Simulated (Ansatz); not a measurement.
Start from `CO[Si](O)(Cl)Br` and change one atom or group to get `C[Si](O)(Cl)Br`.

Ansatz, PBE0-D4/def2-TZVP geometries, multiplicity 1. Each molecule was computed in one conformer, which needn't be the lowest.

Scalar relativity is left out up to krypton.

```tsv
property	`CO[Si](O)(Cl)Br`
LUMO energy (B3LYP/def2-TZVPP) / eV	-0.08
HOMO–LUMO gap (PBE/def2-TZVPP) / eV	6.39
LUMO energy (PBE/def2-TZVPP) / eV	-0.75
HOMO–LUMO gap (PBE0/def2-TZVPP) / eV	8.80
LUMO energy (ωB97M-V/def2-TZVPP) / eV	1.98
size of the dipole moment (ωB97M-V/def2-TZVPP) / D	2.00
```

Give the same properties after the change, and the shifts. (Estimate.)

The calculation gave: 
```csv
property,`C[Si](O)(Cl)Br`,shift
LUMO energy (B3LYP/def2-TZVPP) / eV,0.09,0.17
HOMO–LUMO gap (PBE/def2-TZVPP) / eV,6.59,0.20
LUMO energy (PBE/def2-TZVPP) / eV,-0.55,0.20
HOMO–LUMO gap (PBE0/def2-TZVPP) / eV,8.89,0.09
LUMO energy (ωB97M-V/def2-TZVPP) / eV,2.05,0.07
size of the dipole moment (ωB97M-V/def2-TZVPP) / D,1.07,-0.93
```

With PBE0 the HOMO rises by 0.07 eV and the LUMO rises by 0.17 eV, so the gap widens by about 0.10 eV. PBE moves the HOMO by 0.00 eV and ωB97M-V by 0.10 eV. Dipoles are sizes alone; their direction can turn.

B3LYP here is the variant with VWN-RPA as its local correlation; programs differ in this.

Spin–orbit coupling is left out; it splits and shifts lone-pair levels of the heavy atoms by tenths of an eV.
